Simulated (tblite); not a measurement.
Species: C6H7N3O.
SMILES with atom numbers: `[CH3:1][C:2](=[O:3])[c:4]1[cH:5][n:6][n:7][n:8][c:9]1[CH3:10]` (hydrogens: H11, H12, H13 on C1; H14 on C5; H15, H16, H17 on C10)

Computed with GFN2-xTB (tblite), gas phase: L-BFGS steps from a force-field or distance-geometry start until the largest atomic force falls under 0.01 eV/Å.

Step 0: E = -793.8050 eV
```
atom  x, y, z in Å  |  force x, y, z in eV/Å
C1      2.4371   -0.5165    0.1561   -0.660  -0.084   0.464
C2      1.0146   -0.6740   -0.3645    0.384  -1.306  -0.733
O3      0.7255   -1.6341   -1.0641    0.116   0.806   0.538
C4      0.0066    0.3511   -0.0086    1.147  -0.499  -0.010
C5      0.3716    1.6037    0.4009    0.197   2.067   0.491
N6     -0.5164    2.5648    0.7231   -0.043  -0.959  -0.243
N7     -1.7811    2.2921    0.6622    0.195  -1.082  -0.351
N8     -2.2153    1.1130    0.2936    1.102   0.372   0.078
C9     -1.3458    0.1243   -0.0447   -2.616   0.033   0.014
C10    -1.9820   -1.1727   -0.4445   -0.344   0.308   0.046
H11     2.4250   -0.1870    1.1982    0.045   0.129  -0.187
H12     2.9336   -1.4851    0.1219   -0.020   0.097  -0.216
H13     2.9666    0.1984   -0.4607    0.111   0.078  -0.027
H14     1.4095    1.9287    0.4535   -0.210  -0.071   0.016
H15    -1.5936   -1.9866    0.1607    0.234  -0.076  -0.162
H16    -3.0654   -1.1388   -0.2871    0.230   0.232  -0.026
H17    -1.7974   -1.3693   -1.5060    0.133  -0.042   0.306
```

Step 1: E = -793.9067 eV
```
atom  x, y, z in Å  |  force x, y, z in eV/Å
C1      2.4276   -0.5177    0.1627   -0.097  -0.080   0.018
C2      1.0201   -0.6927   -0.3750    0.576   0.911   0.789
O3      0.7272   -1.6226   -1.0564   -0.404  -1.234  -0.941
C4      0.0230    0.3439   -0.0087   -0.547   0.373   0.262
C5      0.3744    1.6332    0.4079    0.093  -0.477  -0.273
N6     -0.5170    2.5511    0.7197   -0.165   0.211   0.131
N7     -1.7784    2.2767    0.6572    0.174  -0.172  -0.053
N8     -2.1996    1.1184    0.2947   -0.318  -0.065  -0.051
C9     -1.3832    0.1248   -0.0445    0.729   0.033  -0.038
C10    -1.9869   -1.1683   -0.4438   -0.350  -0.080   0.060
H11     2.4256   -0.1852    1.1955   -0.022   0.165   0.019
H12     2.9333   -1.4837    0.1188   -0.013   0.131  -0.143
H13     2.9682    0.1995   -0.4610   -0.078  -0.104   0.142
H14     1.4065    1.9276    0.4538    0.210   0.201   0.062
H15    -1.5902   -1.9876    0.1584    0.161   0.070  -0.203
H16    -3.0621   -1.1355   -0.2874   -0.067   0.131  -0.018
H17    -1.7955   -1.3699   -1.5017    0.119  -0.017   0.236
```

Task: Estimate the geometry and energy of step 2. (The exact step hangs on the optimiser's Hessian estimate; all steps are aligned on step 1, rigid shifts and turns removed.)

Result: E = -793.9296 eV, largest force 0.824 eV/Å
```
atom  x, y, z in Å  |  force x, y, z in eV/Å
C1      2.4255   -0.5187    0.1637    0.017  -0.028   0.030
C2      1.0269   -0.6849   -0.3676   -0.253  -0.656  -0.429
O3      0.7230   -1.6346   -1.0657    0.148   0.449   0.297
C4      0.0189    0.3471   -0.0059   -0.166   0.076   0.136
C5      0.3757    1.6314    0.4057    0.041  -0.151  -0.137
N6     -0.5188    2.5518    0.7207    0.051   0.078   0.063
N7     -1.7762    2.2731    0.6560    0.021  -0.027   0.012
N8     -2.2012    1.1183    0.2943   -0.207  -0.179  -0.103
C9     -1.3795    0.1252   -0.0449    0.334  -0.053  -0.042
C10    -1.9912   -1.1687   -0.4431   -0.103   0.004   0.080
H11     2.4254   -0.1832    1.1954   -0.018   0.155   0.036
H12     2.9331   -1.4822    0.1169   -0.009   0.087  -0.132
H13     2.9675    0.1985   -0.4595   -0.074  -0.093   0.134
H14     1.4084    1.9297    0.4545    0.148   0.165   0.047
H15    -1.5881   -1.9870    0.1559    0.133   0.061  -0.183
H16    -3.0625   -1.1337   -0.2877   -0.167   0.133   0.006
H17    -1.7940   -1.3702   -1.4986    0.103  -0.020   0.188
```

The energy changes by -0.0229 eV. The first-order estimate −F·Δx gives -0.0588 eV and the mean of the old and new forces, exact on a quadratic surface, -0.0239 eV. The step makes an angle of 15° with the force vector and moves no atom by more than 0.016 Å.

What follows is the cost of the whole relaxation. Hardware: Intel Xeon Platinum 8259CL at 2.50 GHz, one thread, shared host with 96 logical CPUs at a one-minute load of 124. Cost: 0.58 s.
